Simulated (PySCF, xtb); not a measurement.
C4H10BN, SMILES CB1CCCN1. The values are those of a single conformer.

Harmonic wavenumbers (cm⁻¹) from GFN2-xTB (xtb) at its own minimum, in rising order: 60, 130, 194, 249, 355, 512, 610, 631, 734, 801, 851, 860, 893, 963, 997, 1038, 1101, 1129, 1153, 1188, 1210, 1237, 1270, 1306, 1320, 1394, 1464, 1483, 1492, 1501, 1502, 1513, 2871, 2929, 2961, 2983, 2997, 3010, 3018, 3027, 3034, 3465.

Problem. What does PBE-D3(BJ)/def2-SVP run with PySCF give at its own minimum? (An estimate is asked for; the answer gives what the named calculation found.)

Solution. 110, 156, 214, 262, 382, 512, 573, 622, 721, 772, 802, 828, 873, 895, 958, 984, 1052, 1060, 1127, 1176, 1194, 1198, 1247, 1265, 1293, 1306, 1375, 1387, 1390, 1413, 1441, 1483, 2914, 2949, 2961, 2975, 2987, 3029, 3036, 3037, 3056, 3536. Paired by order, the mean absolute difference is 37 cm⁻¹ and the zero-point energies are 87.8 and 86.6 kcal/mol.
